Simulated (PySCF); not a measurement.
## SiIr: from constants to spectrum

M06-2X constants of SiIr, ²Δ (doublet), unpaired electrons δ ↑ (Si def2-TZVPP, Ir def2-TZVPP with ECP60; scalar-relativistic core potentials (PySCF 2.14); masses 27.9769 and 192.9629 u):

```
ωe   : 590.2 cm⁻¹
ωexe : 1.63 cm⁻¹
Be   : 0.16296 cm⁻¹
αe   : 0.000559 cm⁻¹
```

(1) What force constant and bond length do these constants imply?

(2) Estimate the centrifugal constant D from the Kratzer relation and find the Dunham coefficient a1.

De is left out where the level can put another filling of the metal’s s and d shells below the measured ground configuration, by anything from nothing to about 1 eV. These are scalar-relativistic numbers at best; spin–orbit coupling would shift them, the dissociation energy most. With d or f electrons several states lie close, and the lowest PBE0 determinant need not be the measured ground state.

Results:

(1) Reduced mass μred = 24.434 u; k = 5.8918×10⁻⁷·μred·ωe² (u, cm⁻¹, mdyn/Å) = 5.01 mdyn/Å; Re = √(16.8576/(μred·Be)) (u, cm⁻¹, Å) = 2.058 Å.

(2) D = 4Be³/ωe² = 4.97e-08 cm⁻¹; a1 = −1 − αeωe/(6Be²) = -3.07.
